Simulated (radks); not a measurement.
All-electron atom: Ba2+ in [Kr] 4d10 5s1.5 5p6 6s0.5 (fractional occupations, a model configuration). Calculated with a radial shooting solver on a logarithmic mesh with Libxc functionals: scalar-relativistic Kohn-Sham, BLYP, spin-polarised, spherical densities, finite nucleus; open shells are filled with parallel spins first (spin-orbit coupling, left out, can overturn this in heavy ions); Fermi nuclear charge, rms radius 4.8378 fm.

Normalised radial functions P(r) = r R(r), r in bohr:

```
   r/bohr * 5s down (the largest magnitude, 0.872, reaches the edge; | marks zero)
 0.001219                             |*
 0.001908                             | *
  0.00301                             | *
 0.004711                             |  *
 0.007433                             |   *
  0.01173                             |   *
  0.01836                             |   *
  0.02896                             |*
  0.04533                         *   |
  0.07152                      *      |
   0.1119                          *  |
   0.1766                             |       *
   0.2787                             |      *
   0.4361                 *           |
   0.6881                    *        |
    1.077                             |                   *
    1.699                             |                          *
     2.66                             |         *
    4.196                             |*
    6.621                             *
    10.36                             *
```

5s down: eigenvalue -48.080 eV, 4 radial nodes at r = 0.0316, 0.125, 0.331, 0.797 bohr, <r> = 1.62 bohr, 90 % of the charge inside 2.32 bohr.
